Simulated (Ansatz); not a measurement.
Cost and result for the atomization energy of C$_{3}$H$_{8}$B$_{2}$S (14 atoms, 16 bonds).

```xyz
14

B     1.014   -0.971   -0.762
C    -0.601   -0.573   -1.743
C    -0.215    0.355   -0.824
S     1.435    0.945   -0.796
B    -0.413    1.102    0.508
C    -0.289    0.527    1.957
H     1.587   -1.520   -1.649
H     0.899   -1.493    0.299
H    -0.165   -0.621   -2.732
H    -1.515   -1.133   -1.572
H    -0.843    2.209    0.323
H    -1.302    0.274    2.298
H     0.316   -0.377    2.037
H     0.091    1.275    2.656
```

The species carries charge 0 and has multiplicity 1. The bonds changed during the relaxation, so this is another structure than the one it started from. All single points use the PBE0-D4/def2-TZVP geometry. It is one conformer, not always the lowest. Program: Ansatz. All runs use 4 threads of an Arm Neoverse V1 on a shared host. Times are those of one run each, without the atoms' runs, and a repeat can differ threefold. Electronic energies, without spin–orbit coupling; frozen cores. CCSD(T)/CBS adds CCSD(T) − MP2 in def2-TZVPP to the MP2 limit, and its time is that of the two runs behind it. T1 = 0.013. B3LYP takes the VWN-RPA correlation (the form of Gaussian; ORCA's B3LYP/G).

CCSD(T)/CBS is a level of theory with its own doubt, some kJ/mol a heavy atom from the limit and from the frozen cores, so smaller differences don't rank the functionals.

```csv
level,functions,wall time
PBE-D4/def2-TZVPP (with forces),309,4.4 s
PBE0-D4/def2-TZVPP,309,5 s
r2SCAN-D4/def2-TZVPP (with forces),309,8 s
B3LYP-D4/def2-TZVPP (with forces),309,8.5 s
B2PLYP/def2-TZVPP,309,11 s
ωB97X-V/def2-TZVPP,309,13 s
ωB97M-V/def2-TZVPP (with forces),309,22 s
MP2/def2-QZVPP,595,53 s
CCSD(T)/def2-TZVPP,309,20 min
CCSD(T)/CBS(def2),–,21 min
```

Q: What atomization energy does each give, and how far from CCSD(T)/CBS? (Estimate.)

A: The calculation gave: 
```
                             level  atomization (kcal/mol)  difference from CCSD(T)/CBS  per bond
   PBE-D4/def2-TZVPP (with forces)                  1324.7                         42.5       2.7
                PBE0-D4/def2-TZVPP                  1305.9                         23.7       1.5
r2SCAN-D4/def2-TZVPP (with forces)                  1302.9                         20.7       1.3
 B3LYP-D4/def2-TZVPP (with forces)                  1289.6                          7.4       0.5
                 B2PLYP/def2-TZVPP                  1275.7                         -6.5      -0.4
                ωB97X-V/def2-TZVPP                  1289.9                          7.7       0.5
  ωB97M-V/def2-TZVPP (with forces)                  1296.0                         13.8       0.9
                    MP2/def2-QZVPP                  1296.2                         14.0       0.9
                CCSD(T)/def2-TZVPP                  1254.1                        -28.1      -1.8
                 CCSD(T)/CBS(def2)                  1282.2                          0.0       0.0
```

From PBE to PBE0 (25 % exact exchange), in def2-TZVPP and without D4, the atomization energy moves by −17.5 kcal/mol: exact exchange takes away binding that semilocal exchange gives to molecules. In def2-TZVPP, CCSD(T) changes the Hartree–Fock value by +292.0 kcal/mol (the triples alone add +21.6 kcal/mol) and MP2 by +317.7 kcal/mol; breaking electron pairs costs correlation energy, which Hartree–Fock lacks. The D4 term adds +13.1 kcal/mol with B3LYP and +6.9 kcal/mol with PBE0; it sums over pairs of atoms, weighted by their polarisabilities, and B3LYP, whose exchange is more repulsive, gets the larger term.
